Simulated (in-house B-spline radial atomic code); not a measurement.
A fraction x of an electron is removed from 3d in the cobalt ion Co⁴⁺, starting from [Ar] 3d5 and keeping the highest spin. Method: non-relativistic PBE, spin-polarised, spherical fractional occupations, point nucleus. Calculated with a B-spline radial code for spherical atoms.

| x | E(x) - E(0) (eV) | 3d up level (eV) |
| --- | --- | --- |
| 0 | 0.0000 | -68.656 |
| 0.08 | 5.5632 | -70.427 |
| 0.22 | 15.6418 | -73.559 |
| 0.36 | 26.1618 | -76.733 |
| 0.48 | 35.5345 | -79.484 |
| 0.5 | 37.1288 | -79.946 |
| 0.55 | 41.1550 | -81.103 |
| 0.7 | 53.5826 | -84.605 |
| 0.8 | 62.1610 | -86.965 |
| 0.94 | 74.5692 | -90.301 |
| 1 | 80.0304 | -91.743 |

The exact functional would give a straight line between the two integer points. Deviations E(x) - E(0) - x[E(1) - E(0)], in eV: -0.839 at x = 0.08, -1.965 at x = 0.22, -2.649 at x = 0.36, -2.88 at x = 0.48, -2.886 at x = 0.5, -2.862 at x = 0.55, -2.439 at x = 0.7, -1.863 at x = 0.8, -0.659 at x = 0.94.

The curve lies below the straight line by up to 2.886 eV (at x = 0.5): convex, the delocalisation error that favours fractional charges.

(1) How well does Slater's transition state (minus the level at half occupation) give the ionisation energy?

Answers

(1) It gives 79.946 eV against 80.030 eV from the two total energies; NIST lists 79.50 eV, ground level to ground level.
